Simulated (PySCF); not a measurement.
Isomers of C5H10OSSi, one GFN2-xTB conformer each. Single-point energies are computed at PBE0/pcSseg-1 (PySCF, gas phase, no added dispersion term), electronic only.

Question: Rank them by PBE0/pcSseg-1 energy, lowest first (kJ/mol).
A. `[CH2:1]=[CH:2][O:3][Si@@H:4]([CH3:5])[S:6][CH:7]=[CH2:8]` with C1–C2–O3–Si4 -3°, C2–O3–Si4–C5 -172°, O3–Si4–S6–C7 -172°, Si4–S6–C7–C8 -171°
B. `[CH2:1]=[CH:2][CH2:3][C@@H:4]1[CH2:5][O:6][SiH2:7][S:8]1` with C1–C2–C3–C4 -122°, C2–C3–C4–C5 58°, C3–C4–C5–O6 -166°, C4–C5–O6–Si7 35°, C5–O6–Si7–S8 -12°, O6–Si7–S8–C4 -11°
C. `[CH3:1][C:2](=[S:3])[C@@H:4]1[CH2:5][C@@H:6]1[O:7][SiH3:8]` with C1–C2–C4–C5 17°, C5–C6–O7–Si8 -158°
D. `[CH3:1][O:2][SiH2:3][S:4][C:5]1=[CH:6][CH2:7][CH2:8]1` with C1–O2–Si3–S4 180°, O2–Si3–S4–C5 179°, Si3–S4–C5–C6 2°
E. `[CH3:1][CH2:2][C:3]#[C:4][Si@H:5]([OH:6])[S:7][CH3:8]` with C4–Si5–O6–H -87°, C4–Si5–S7–C8 -54°
F. `[CH2:1]1[CH2:2][CH:3]1[C@@H:4]1[CH2:5][O:6][SiH2:7][S:8]1` with C2–C3–C4–C5 -162°, C1–C2–C3–C4 109°, C3–C4–C5–O6 -76°, C4–C5–O6–Si7 -35°, C5–O6–Si7–S8 9°

Answer: B (0.0), F (1.6), E (15.1), A (31.6), D (95.8), C (152.2).

As drawn, the lowest has a C=C bond outside aromatic rings, which the highest lacks; the highest has a three-membered ring and a C=S bond, which the lowest lacks. Neighbours under 10 kJ/mol apart (C=CC[C@@H]1CO[SiH2]S1 and C1CC1[C@@H]1CO[SiH2]S1) can change places with a better method, another conformer or zero-point energy. GFN2-xTB itself gives, in the same order: 30.0, 0.0, 146.7, 159.2, 103.2, 115.2. GFN2-xTB puts C1CC1[C@@H]1CO[SiH2]S1 lowest instead; measured from each level's own lowest isomer, the values differ by up to 131.6 kJ/mol (CCC#C[Si@H](O)SC: 146.7 against 15.1).

Q: Which frontier levels, dipoles and rotational constants go with these structures?

A: 
```csv
SMILES,"HOMO (eV, PBE0/pcSseg-1)",LUMO (eV),dipole (D),"A, B, C (MHz)"
C=CC[C@@H]1CO[SiH2]S1,-6.89,0.01,1.14,"2778, 936.0, 829.3"
C1CC1[C@@H]1CO[SiH2]S1,-6.82,0.09,1.29,"2698, 1058, 903.8"
CCC#C[Si@H](O)SC,-6.73,-0.38,2.94,"1909, 755.4, 577.2"
C=CO[Si@@H](C)SC=C,-6.50,-0.04,1.41,"2258, 893.3, 674.1"
CO[SiH2]SC1=CCC1,-6.25,0.05,2.16,"5131, 632.2, 572.7"
CC(=S)[C@@H]1C[C@@H]1O[SiH3],-6.11,-1.80,2.92,"1959, 975.6, 803.7"
```

Q: As an exercise, what shares would exp(−E/RT) give at 2000 K from these electronic energies alone (no entropy, no degeneracies)?

A: RT = 16.629 kJ/mol: C=CC[C@@H]1CO[SiH2]S1 40.5 %, C1CC1[C@@H]1CO[SiH2]S1 36.9 %, CCC#C[Si@H](O)SC 16.4 %, C=CO[Si@@H](C)SC=C 6.1 %, CO[SiH2]SC1=CCC1 0.1 %, CC(=S)[C@@H]1C[C@@H]1O[SiH3] under 0.1 %.
